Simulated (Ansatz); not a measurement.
Reaction (ligand exchange at the Al–N bond): `[AlH2][NH][AlH2]` + `N[SiH2][GeH3]` → `[AlH2][NH][SiH2][GeH3]` + `[NH2][AlH2]`

Isolated molecules relaxed with PBE0-D4/def2-TZVP in Ansatz; ΔE leaves out vibrations. CCSD(T)/CBS is the MP2 limit (def2-TZVPP, def2-QZVPP) plus CCSD(T) − MP2 in def2-TZVPP, frozen cores. This one scheme is used for every species. Functionals use def2-TZVPP. For Ge outer-core shells are correlated without core-valence functions, which leaves a few kJ/mol of doubt a bond. Scalar relativity is left out up to krypton. One conformer a species, not always the lowest.

```tsv
level	ΔE (kJ/mol)	difference from CCSD(T)/CBS
r2SCANh-D4	-11.5	0.5
BHLYP-D4	-11.9	0.1
PBE-QIDH	-10.3	1.7
r2SCAN0	-10.5	1.5
CAM-B3LYP	-10.7	1.3
HF/def2-SVP	-8.5	3.5
CCSD/def2-SVP	-12.0	0.0
CCSD/def2-TZVPP	-11.1	0.9
HF/def2-QZVPP	-8.8	3.2
HF/CBS(def2)	-8.9	3.1
CCSD(T)/CBS	-12.0	0
```

Largest T1 diagnostic among the species: 0.012.

Leaving LDA and LC-ωPBE aside and taking each functional with its dispersion term where it has one, the values, not all of them listed here, spread over 3.7 kJ/mol, from BLYP-D4 to PBE-QIDH.
